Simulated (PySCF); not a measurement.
MgF, SMILES [Mg+][F], charge +1. Geometry optimised at PBE0-D3(BJ)/def2-TZVPD. The multiplicity is an assumed one; other spin states were not compared.

These are PySCF with PBE0-D3(BJ)/def2-TZVPD values and carry that method's errors.

Harmonic wavenumbers (cm⁻¹): 821. Rotational constants (GHz): 16.40 (linear); symmetry number 1.

Question: Work out the zero-point energy and the ideal-gas rigid-rotor harmonic-oscillator thermochemistry at 298.15 K and 1 atm.

Answer: ZPE = ½ Σ hcν = ½ × 821 cm⁻¹ = 1.17 kcal/mol. H − E(el) = 3.29 kcal/mol. Entropy in cal/(mol K): translation 37.22, rotation 13.79, vibration 0.19, total 51.20. G − E(el) = -11.97 kcal/mol. Cp = 7.57 cal/(mol K).
